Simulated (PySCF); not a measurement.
Energy of Be²⁺ (beryllium, charge +2) between two integer charges

The 1s beta orbital of 1s2 is emptied in steps (occupation f), with all orbitals relaxed, ending at 1s1. All numbers are calculated (PySCF 2.14, no relativity, point nucleus, in def2-TZVP (5s3p1d, 19 functions)). The exact energy is a straight line in f; departures are measured from the line between the end points of the same method.

```
  f  UHF (eV)
  1     0.000
0.8     0.223
0.6     0.328
0.4     0.322
0.2     0.211
  0     0.000
```

| method | E(f=0) − E(f=1) (eV) | −ε at f=1 (eV) | −ε at f=0.4 (eV) |
| --- | --- | --- | --- |
| UHF | 152.79 | 154.21 | 152.49 |

Orbital energy along the path (eV):

| f | UHF |
| --- | --- |
| 1 | -154.21 |
| 0.8 | -153.60 |
| 0.6 | -153.03 |
| 0.4 | -152.49 |
| 0.2 | -151.98 |
| 0 | -151.50 |

Reference removal energy between the ground levels: 153.90 eV (theoretical estimate listed by NIST; NIST Atomic Spectra Database, ionization energies). UHF lacks correlation.
